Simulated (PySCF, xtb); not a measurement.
C5H7F, SMILES C=CC1(F)CC1. Other conformers were not sampled.

Harmonic wavenumbers (cm⁻¹) from GFN2-xTB (xtb 6.7.1) at its own minimum, in rising order: 90, 230, 284, 354, 413, 494, 674, 729, 792, 888, 897, 914, 954, 1013, 1019, 1033, 1058, 1082, 1143, 1258, 1265, 1352, 1409, 1415, 1465, 1700, 3071, 3097, 3097, 3108, 3113, 3124, 3143.

Q: What does PBE0-D3(BJ)/def2-SVP run with PySCF give at its own minimum? (The exact figures need the calculation; the answer reports its results.)

A: 129, 244, 300, 367, 449, 514, 697, 740, 764, 898, 921, 939, 984, 1004, 1023, 1031, 1063, 1077, 1178, 1280, 1341, 1353, 1415, 1437, 1493, 1744, 3156, 3159, 3176, 3190, 3257, 3266, 3284. Paired by order, the mean absolute difference is 39 cm⁻¹ and the zero-point energies are 65.3 and 67.0 kcal/mol.
